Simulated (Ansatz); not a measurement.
Tetramethylammonium trifluoroacetate, `C[N+](C)(C)C.O=C([O-])C(F)(F)F`, relaxed as a singlet with RKS PBE0-D4/def2-SVP in Ansatz, starting from the GFN2-xTB geometry. Force threshold 0.03 eV/Å.

Start:

Cartesian coordinates in Å:
```
C 0.497 0.924 -1.306
N 0.356 -0.541 -1.264
C 1.220 -1.085 -0.202
C 0.741 -1.123 -2.558
C -1.049 -0.865 -0.961
H 1.545 1.202 -1.402
H -0.065 1.331 -2.144
H 0.086 1.338 -0.377
H 0.929 -0.668 0.780
H 1.123 -2.167 -0.161
H 2.259 -0.828 -0.399
H 0.101 -0.737 -3.351
H 1.775 -0.871 -2.790
H 0.644 -2.207 -2.525
H -1.693 -0.538 -1.775
H -1.339 -0.328 -0.052
H -1.169 -1.936 -0.811
O -1.114 1.242 1.185
C -0.554 0.875 2.223
O 0.338 0.039 2.364
C -1.044 1.569 3.554
F -1.450 0.672 4.474
F -0.062 2.293 4.131
F -2.075 2.411 3.366
```

(1) Estimate the energy that the relaxation releases and the steps that it takes.

(2) Does the start keep its bonding and symmetry?

(3) Predict the relaxed structure.

## Answers

(1) 0.10 eV, in 5 steps; 45 s on 6 threads of Arm Neoverse N1 on a shared host. No frequencies were taken in this run, so the end may be a saddle point.

(2) By distances, no bond broke or formed. The bond that changes most is C19–C21, from 1.58 to 1.55 Å (atoms count from 1).

(3) 
```xyz
24

C     0.497    0.946   -1.306
N     0.355   -0.540   -1.265
C     1.225   -1.086   -0.180
C     0.746   -1.128   -2.566
C    -1.070   -0.865   -0.958
H     1.559    1.195   -1.424
H    -0.077    1.325   -2.162
H     0.074    1.338   -0.362
H     0.912   -0.655    0.801
H     1.115   -2.179   -0.170
H     2.266   -0.820   -0.409
H     0.101   -0.724   -3.357
H     1.793   -0.874   -2.776
H     0.634   -2.219   -2.517
H    -1.690   -0.543   -1.805
H    -1.344   -0.295   -0.051
H    -1.162   -1.949   -0.813
O    -1.126    1.238    1.194
C    -0.559    0.880    2.248
O     0.347    0.053    2.415
C    -1.044    1.567    3.552
F    -1.433    0.659    4.454
F    -0.053    2.280    4.103
F    -2.068    2.396    3.354
```
Bond lengths: 4 × C–N 1.48 to 1.49 Å; 3 × C–F 1.33 to 1.34 Å; 2 × C–O 1.24 to 1.25 Å; 1 × C–C 1.55 Å; 12 × C–H 1.10 to 1.12 Å.
